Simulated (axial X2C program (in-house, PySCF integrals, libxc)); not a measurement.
## Potential curves of TeC, two-component

Computed with an in-house all-electron X2C program for linear molecules (integrals from PySCF). Two-component (2c) means X2C with spin–orbit coupling and atomic mean-field two-electron Coulomb and Gaunt terms. Basis: Te dyall-cv3z [11s12p8d4f1g], C dyall-v3z [7s6p2d1f] (cores contracted in-house); Gaussian nuclei, density fitting, unrestricted open shells. Masses: Te 129.906 u, C 12.000 u.

State: Ω = 0 (closed shell). Energies in kJ/mol from the fragments at the same level (Te + C). Fits are polynomials in 1 − R0/R over 0.85 to 1.23 times the lowest point R0.

| R (Å) | PBE0 |
| --- | --- |
| 1.6417 | -291.02 |
| 1.7172 | -371.37 |
| 1.7738 | -406.06 |
| 1.8304 | -424.08 |
| 1.8870 | -429.12 |
| 1.9530 | -422.52 |
| 2.0191 | -405.90 |
| 2.1040 | -374.36 |
| 2.2078 | -326.10 |
| 2.3588 | -247.36 |

One determinant describes the state; a PBE0 search over occupations chose it and may have missed a lower one. Closed shells are restricted here (equal orbitals for both partners); the stretched side of such a curve lies too high. De is counted from the lowest determinant-based energies of the atoms at the same level, without counterpoise correction. In 2c an atomic determinant is not the ground J level, so De misses part of the atomic spin–orbit lowering. This holds for PBE0. The functionals have no current-density term, which raises determinants with orbital currents, atoms included.

Fit the PBE0 curve near its minimum: give the equilibrium distance, the harmonic wavenumber and the well depth.

At PBE0, 2c: Re = 1.885 Å, ωe ≈ 899 cm⁻¹, De = 4.45 eV to Te + C; Be follows as 0.432 cm⁻¹.
